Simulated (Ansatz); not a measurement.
CH7NOSi can be A, `NC[SiH2]O`, or B, `CO[SiH2]N`.

Computed with Ansatz on PBE0-D4/def2-TZVP structures; ΔE is electronic, products minus reactants. CCSD(T)/CBS is the MP2 limit (def2-TZVPP, def2-QZVPP) plus CCSD(T) − MP2 in def2-TZVPP, frozen cores. This one scheme is used for every species. DFT in def2-TZVPP. B3LYP here is the variant with VWN-RPA as its local correlation; programs differ in this. Each species was taken in one conformer, which may not be the lowest.

Problem. Which isomer does CCSD(T)/CBS put lower? Give the gap. (Estimate.)

Solution. The calculation gave: B, by 57.2 kJ/mol.

Problem. Give E(B) − E(A) in kJ/mol with B3LYP, PBE-D4, PBE0-D4, CCSD/def2-TZVPP, CCSD(T)/def2-TZVPP, HF/def2-TZVPP, B2PLYP. (Best estimate.)

Solution. Ansatz gave: B3LYP -63.2, PBE-D4 -50.0, PBE0-D4 -52.4, CCSD/def2-TZVPP -59.0, CCSD(T)/def2-TZVPP -57.2, HF/def2-TZVPP -74.5, B2PLYP -62.2. None reverses the order clearly.

Largest T1 diagnostic: 0.011.

In def2-TZVPP, CCSD(T) changes the Hartree–Fock value by +17.3 kJ/mol (the triples alone add +1.8 kJ/mol) and MP2 by +17.1 kJ/mol.
